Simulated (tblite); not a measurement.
Compound: C5H11O2P.
Numbering: `[CH2:1]=[C:2]([CH3:3])[P@@:4](=[O:5])([OH:6])[CH2:7][CH3:8]` (hydrogens: H9, H10 on C1; H11, H12, H13 on C3; H14 on O6; H15, H16 on C7; H17, H18, H19 on C8)

Geometry (GFN2-xTB, Å), atoms numbered from 1 in this order:
```xyz
19
C5H11O2P angstrom
C     -2.195    1.481   -0.026
C     -1.490    0.367   -0.133
C     -1.917   -0.867   -0.853
P      0.139    0.319    0.690
O      0.483    1.501    1.488
O      0.054   -1.007    1.621
C      1.372   -0.168   -0.585
C      2.752   -0.175    0.051
H     -1.794    2.324    0.512
H     -3.175    1.593   -0.463
H     -1.659   -1.745   -0.264
H     -1.399   -0.941   -1.810
H     -2.988   -0.858   -1.041
H      0.098   -0.714    2.533
H      1.116   -1.148   -0.986
H      1.316    0.569   -1.389
H      3.524   -0.367   -0.692
H      2.944    0.789    0.519
H      2.808   -0.944    0.819
```

Level: GFN2-xTB in tblite, geometry and Hessian alike; calculated harmonic values, unscaled, isolated species. This tight-binding method is rough: wavenumbers can miss measured ones by several per cent, in bad cases by 10 to 20. One conformer, not necessarily the lowest.

Harmonic wavenumbers (cm⁻¹): 49.4, 68.3, 117.2, 135.4, 166.0, 177.9, 214.6, 223.7, 283.0, 297.4, 346.2, 372.5, 437.4, 463.1, 638.1, 692.8, 733.5, 741.8, 800.9, 888.9, 916.8, 949.6, 973.1, 1001.4, 1009.1, 1039.0, 1076.5, 1206.8, 1217.4, 1253.1, 1267.1, 1384.5, 1400.5, 1403.9, 1435.5, 1468.9, 1476.1, 1487.6, 1495.0, 1703.5, 2967.4, 2991.2, 2997.5, 3021.9, 3026.5, 3027.9, 3032.3, 3035.0, 3083.1, 3122.8, 3581.6.

A = 2547, B = 1292, C = 1157 MHz; mass 134.050 u (most abundant isotopes); point group C1, symmetry number 1.

**Question.** Zero-point energy?

**Answer.** ½Σν̃ = 33450 cm⁻¹ = 400.15 kJ/mol.

**Question.** Give the ideal-gas entropy at 200 K and 1 bar in the rigid-rotor, harmonic-oscillator model (classical rotation).

**Answer.** Translation 161.64, rotation 115.62, vibration 91.80: S = 369.1 J/(mol K).

**Question.** And Cp and H(200 K) − H(0)?

**Answer.** Cp = 132.35 J/(mol K), of which vibrations give 99.09 (their classical limit is 51 R = 424.0); H(200 K) − H(0) = 16.89 kJ/mol without the zero-point energy, 10.24 from vibrations.

**Question.** Which modes carry the vibrational entropy at 200 K?

**Answer.** 49.4 cm⁻¹: 16.96; 68.3 cm⁻¹: 14.31; 117.2 cm⁻¹: 9.98; 135.4 cm⁻¹: 8.85; 166.0 cm⁻¹: 7.32; 177.9 cm⁻¹: 6.81 J/(mol K); the other 45 give 27.58 together.

**Question.** Blend soft modes into free rotors: weight 1/[1 + (100 cm⁻¹/ν̃)⁴] for the oscillator and the rest for a rotor with moment μB/(μ + B), μ = h/(8π²ν), B = 10⁻⁴⁴ kg m². What vibrational entropy results?

**Answer.** 86.63 J/(mol K) in place of 91.80, which changes −T·S at 200 K by +1.03 kJ/mol.

**Question.** What must be added to the electronic energy to get the Gibbs energy at 200 K and 1 bar?

**Answer.** ZPE + [H(200 K) − H(0)] − T·S = 400.15 + 16.89 − 73.81 = 343.23 kJ/mol.

**Question.** How do the functions run with temperature in this model?

**Answer.** 
```csv
T (K),S (J/(mol K)),Cp (J/(mol K)),H − H(0) (kJ/mol),G − H(0) (kJ/mol),ln q(vib)
100,293.7,88.0,5.76,-23.60,1.81
300,430.3,172.4,32.13,-96.96,7.90
500,535.7,243.0,74.01,-193.85,13.62
800,666.3,311.9,158.13,-374.87,21.47
1000,739.3,342.6,223.72,-515.59,26.23
```

q(vib) and H(0) count from the zero-point level.

Hindered rotation and anharmonicity are outside this model. Other conformers, if any are populated, would add a mixing term that is left out. The structure is chiral; the term R ln 2 for an equal mix with its mirror image is left out.

On Intel Xeon Platinum 8488C, one thread, shared host with 192 logical CPUs at a one-minute load of 21, this took 0.68 s wall. This covers the Hessian and the dipole derivatives.
